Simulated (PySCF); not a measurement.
Radial density of Zn (zinc, neutral)

UHF, [Ar] 3d10 4s1 5s1, high-spin 3S determinant (an excited configuration). All numbers are calculated (PySCF 2.14, a scalar-relativistic core potential, in aug-cc-pwCVTZ-PP with ECP10MDF). This is the valence pseudo-density: the core potential removes the inner electrons and smooths the orbitals near the nucleus.

```json
{"r (bohr)": "0.00574", "4πr²ρ (e/bohr)": "1.307e-05", "4πr²(ρα − ρβ)": "0.0000"}
{"r (bohr)": "0.00965", "4πr²ρ (e/bohr)": "3.534e-05", "4πr²(ρα − ρβ)": "0.0000"}
{"r (bohr)": "0.0162", "4πr²ρ (e/bohr)": "9.544e-05", "4πr²(ρα − ρβ)": "0.0000"}
{"r (bohr)": "0.0273", "4πr²ρ (e/bohr)": "0.0003672", "4πr²(ρα − ρβ)": "0.0000"}
{"r (bohr)": "0.0459", "4πr²ρ (e/bohr)": "0.003446", "4πr²(ρα − ρβ)": "0.0000"}
{"r (bohr)": "0.0772", "4πr²ρ (e/bohr)": "0.04474", "4πr²(ρα − ρβ)": "-0.0003"}
{"r (bohr)": "0.130", "4πr²ρ (e/bohr)": "0.4574", "4πr²(ρα − ρβ)": "-0.0033"}
{"r (bohr)": "0.219", "4πr²ρ (e/bohr)": "3.189", "4πr²(ρα − ρβ)": "-0.0174"}
{"r (bohr)": "0.368", "4πr²ρ (e/bohr)": "14.36", "4πr²(ρα − ρβ)": "-0.0147"}
{"r (bohr)": "0.618", "4πr²ρ (e/bohr)": "24.54", "4πr²(ρα − ρβ)": "-0.0221"}
{"r (bohr)": "1.04", "4πr²ρ (e/bohr)": "10.28", "4πr²(ρα − ρβ)": "0.0460"}
{"r (bohr)": "1.75", "4πr²ρ (e/bohr)": "1.938", "4πr²(ρα − ρβ)": "0.4941"}
{"r (bohr)": "2.94", "4πr²ρ (e/bohr)": "0.3975", "4πr²(ρα − ρβ)": "0.3249"}
{"r (bohr)": "4.95", "4πr²ρ (e/bohr)": "0.1163", "4πr²(ρα − ρβ)": "0.1159"}
{"r (bohr)": "8.32", "4πr²ρ (e/bohr)": "0.1616", "4πr²(ρα − ρβ)": "0.1616"}
{"r (bohr)": "14.0", "4πr²ρ (e/bohr)": "0.006847", "4πr²(ρα − ρβ)": "0.0068"}
```

Energies and moments cover only the electrons outside the core potential. The outer electron is Rydberg-like, and this basis confines it to a smaller radius and binds it less than a complete one would.

Question: Where is the radial spin density 4πr²(ρα − ρβ) most negative, and why is it negative at all?

Answer: Around r = 0.618 bohr, down to -0.0221 e/bohr: exchange with the open shell polarises the paired shells in an unrestricted calculation.
